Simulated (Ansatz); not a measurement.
## Which isomer of GeHNS gives these data?

These gas-phase data were calculated for one isomer of GeHNS at r2SCAN-D4/def2-TZVP (harmonic, unscaled wavenumbers; equilibrium rotational constants with average atomic masses):

* rotational constants: 278, 3.187, 3.151 GHz
* all wavenumbers above 1500 cm⁻¹: 3508

Candidates:

(1) `[NH]=[Ge]=[S]`, a singlet
(2) `S[N+]#[Ge-]`, a singlet

Problem. Assign the data to one candidate and say why.

Solution. Candidate (1). The band at 3508 cm⁻¹ lies where the N–H stretch is expected; (2) has no mode between 3250 and 3800 cm⁻¹.

The same quantities for all candidates:

```
     rotational constants (GHz)  wavenumbers above 1500 cm⁻¹  E above the lowest, r2SCAN-D4/def2-TZVP (kcal/mol)
(1)           278, 3.187, 3.151                         3508                                                 0.0
(2)            285, 1.99, 1.977                         2573                                                 7.1
```

Harmonic stretches to hydrogen usually lie a few per cent above observed fundamentals. Each candidate is one conformer. Programs: Ansatz 0.2.0.
